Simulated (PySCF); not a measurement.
ClHPbS, SMILES [SH][Pb][Cl] (connectivity only; charge and spin as stated), neutral, multiplicity 1. Heavy atoms are numbered as in [Pb:1]([Cl:2])[SH:3]. Hydrogens are named by the atom that carries them.

The structure is a stationary point at PBE-D3(BJ)/def2-TZVP. The def2 effective core potentials stand for the cores of Pb; spin–orbit coupling is left out. Other conformers were not sampled.

The numbers are results of PBE0/def2-TZVPD (PySCF), not measurements.

Mulliken values depend strongly on the basis, most of all with diffuse functions as here. ESP charges are fitted to the potential on shells at 1.4 to 2.0 van der Waals radii. Atomic charges (e), one atom of each kind:

| atom | ESP fit | Mulliken |
|---|---|---|
| Pb1 | 0.49 | 0.79 |
| Cl2 | -0.30 | -0.46 |
| S3 (SH) | -0.32 | -0.56 |
| H on S3 | 0.14 | 0.23 |
